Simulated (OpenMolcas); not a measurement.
**3d ions of charge +3 along the row**

```
Program             : OpenMolcas
Method              : MS-CASPT2, IPEA 0.25 Eh, imaginary shift 0.1 Eh
Basis               : ANO-R3
Scalar Hamiltonian  : X2C, finite nucleus
Spin-orbit coupling : state interaction with AMFI integrals over the reference wave functions, term energies averaged over their components
```

Active space: the 3d shell; CASPT2 also correlates the outermost closed s and p core shells.

B and C come from two terms' centres of gravity (d2, d8: 3P = 15B, 1G = 12B + 2C; d3, d7: 4P = 15B, 2G = 4B + 3C; d4, d6: 3G = 9B + 4C, 3H = 4B + 4C; d5: 4D = 17B + 5C, 4G = 10B + 5C, above the ground term), where all their levels are at least 80 % pure. ζ = ±2S·A comes from the whole width of the ground multiplet by E(J) = (A/2) J(J+1), where its levels are at least 85 % pure. Energies in cm-1.

```json
{"Ion": "Cr3+", "Configuration": "3d3", "Lowest level": "4F 3/2", "Weight (%)": "100", "B": "954", "B measured": "917", "C": "3636", "C measured": "3677", "ζ": "283", "ζ measured": "270"}
{"Ion": "Mn3+", "Configuration": "3d4", "Lowest level": "5D0", "Weight (%)": "100", "B": "884", "B measured": "839", "C": "4329", "C measured": "4401", "ζ": "381", "ζ measured": "354"}
{"Ion": "Fe3+", "Configuration": "3d5", "Lowest level": "6S 5/2", "Weight (%)": "100", "B": "961", "B measured": "", "C": "4656", "C measured": "", "ζ": "", "ζ measured": ""}
{"Ion": "Co3+", "Configuration": "3d6", "Lowest level": "5D4", "Weight (%)": "100", "B": "1104", "B measured": "", "C": "4723", "C measured": "", "ζ": "589", "ζ measured": "597"}
{"Ion": "Ni3+", "Configuration": "3d7", "Lowest level": "4F 9/2", "Weight (%)": "100", "B": "1161", "B measured": "1146", "C": "4675", "C measured": "4863", "ζ": "737", "ζ measured": "749"}
```

Measured columns use the levels in Sugar and Corliss, J. Phys. Chem. Ref. Data 6, 317 (1977) (Cr3+); Corliss and Sugar, J. Phys. Chem. Ref. Data 6, 1253 (1977) (Mn3+); Sugar and Corliss, J. Phys. Chem. Ref. Data 10, 1097 (1981) (Co3+); Corliss and Sugar, J. Phys. Chem. Ref. Data 10, 197 (1981) (Ni3+).

The computed B goes from 954 (Cr3+) to 1161 cm-1 (Ni3+), a factor of 1.22, though not at every step. It departs from the measured column by +1 to +5 %. The Trees term is left out, which lowers the B read from the levels of every ion, most for d4 to d6. The pair of terms that fixes B changes along the row, so steps between ions also reflect that choice.

The computed ζ goes from 283 (Cr3+) to 737 cm-1 (Ni3+), a factor of 2.60, rising at every step. It departs from the measured column by -2 to +8 %.

CASPT2 breaks the degeneracy within a term, and the mean is taken; among the low terms the widest spread is 1100 cm-1 (3d6 1I, Co3+). The CASPT2 spread within a term exceeds the gap to the next term for 3d4 3H and 3d4 3P(1), 3d4 1G(1) and 3d4 3D, 3d4 3D and 3d4 1I and others, so the order of their levels is uncertain, and so are names and mixing where such terms share a J (figures for Mn3+; the like holds for Co3+, Ni3+). Blocks of more than 70 roots (2S+1 = 2 even) ran without multistate coupling (holds for Fe3+). Computed and measured levels are paired by configuration, term and J; levels that our copy of the source lacks, or whose pairing is in doubt (as where it misses far off the trend of its configuration), stay unpaired and out of the deviations. Only configurations of the active space appear.

A number in round brackets counts repeated terms of one configuration in the order of the reference energies.
